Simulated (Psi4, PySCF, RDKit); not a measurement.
Relaxed torsion scan: SMILES O=C[SiH2]C[SiH3]. Scanned: dihedral C2–Si3–C4–Si5; all other coordinates were relaxed at GFN2-xTB. Points at φ and −φ are mirror images. Heavy atoms are numbered in the order of the SMILES O=C[SiH2]C[SiH3], hydrogens after them in the order of the atoms that carry them; the mirror image has the same energies with the sign of each dihedral reversed.

Levels of theory: UFF // GFN2-xTB (RDKit); RKS-BP86/6-31G* = restricted BP86/6-31G*, spherical d, density fitting // GFN2-xTB in PySCF 2.14.0; MP2/cc-pVTZ = DF-MP2 (frozen core)/cc-pVTZ // GFN2-xTB run with Psi4.

Energies relative to the lowest point of each profile, in kcal/mol:

| φ / ° | UFF | RKS-BP86/6-31G* |
|---|---|---|
| -160 | 0.5 | 0.0 |
| -140 | 1.6 | 0.0 |
| -120 | 2.2 | 0.2 |
| -100 | 1.4 | 0.3 |
| -80 | 0.1 | 0.4 |
| 20 | 11.9 | 1.8 |
| 60 | 0.2 | 0.8 |
| 80 | 0.1 | 0.4 |
| 120 | 2.2 | 0.2 |
| 140 | 1.6 | 0.0 |
| 160 | 0.5 | 0.0 |
| 180 | 0.0 | 0.0 |

**Question.** What does MP2/cc-pVTZ give at the same points?

**Answer.** -160: 0.1; -140: 0.4; -120: 0.5; -100: 0.3; -80: 0.0; 20: 1.6; 60: 0.3; 80: 0.0; 120: 0.5; 140: 0.4; 160: 0.1; 180: 0.0 (kcal/mol).
